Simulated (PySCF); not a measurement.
Molecule: SMILES F/C=C\C1=COC=CO1, C6H5FO2.

Cartesian coordinates in Å; atom numbers follow the order of the lines, from 1:
```xyz
14

F    -1.032    2.714   -0.394
C    -1.946    1.741   -0.367
C    -1.663    0.450   -0.199
C    -0.353   -0.129   -0.020
C    -0.174   -1.445    0.143
O     1.043   -2.058    0.318
C     2.097   -1.150    0.313
C     1.935    0.151    0.153
O     0.716    0.767   -0.026
H    -2.947    2.127   -0.498
H    -2.485   -0.247   -0.195
H    -0.988   -2.149    0.150
H     3.049   -1.628    0.452
H     2.747    0.856    0.148
```

Frames of a GFN2-xTB Langevin trajectory at 300 K; GIAO PBE0/pcSseg-1 shieldings in PySCF 2.14.0 with density-fitted response routines, gas phase, non-relativistic; equivalent atoms averaged within each frame.

References, each an isolated molecule treated in the same way: 19F (σ = 170.95 ppm) against CFCl3; TMS for 13C (σ = 186.93 ppm), 1H (σ = 31.72 ppm); H2O for 17O (σ = 336.08 ppm). The references are static minima.

**Question.** How do the shifts (ppm) fluctuate along the trajectory?

**Answer.** 
```
         time (fs)      F1     C2     C4     C8     C7     C5     C3     O6     O9   H10
optimised geometry  -115.5  157.6  141.9  135.7  132.5  134.2  108.1  111.2  111.8  6.54
               250   -96.7  163.8  142.5  141.7  137.9  137.4  110.1  125.5  124.2  7.17
               425  -107.8  155.0  150.6  138.2  131.1  135.0  106.6  106.5  139.5  6.80
               625  -101.6  166.0  149.8  134.2  133.1  139.7  112.8  125.6  129.2  7.17
               800  -100.0  163.6  149.8  133.1  131.0  137.6  108.3  114.4  108.1  6.59
              1000  -103.6  160.2  144.9  129.8  129.2  133.9  112.5  108.3  105.0  6.41
    mean of frames  -101.9  161.7  147.5  135.4  132.5  136.7  110.1  116.1  121.2  6.83
standard deviation     4.2    4.3    3.6    4.6    3.3    2.3    2.7    9.1   14.5  0.34
```

5 frames give an uncertainty of the mean of about the standard deviation over 2.2 at best, since frames this close in time may not be independent; classical motion lacks zero-point vibration, and the reference would need the same averaging.
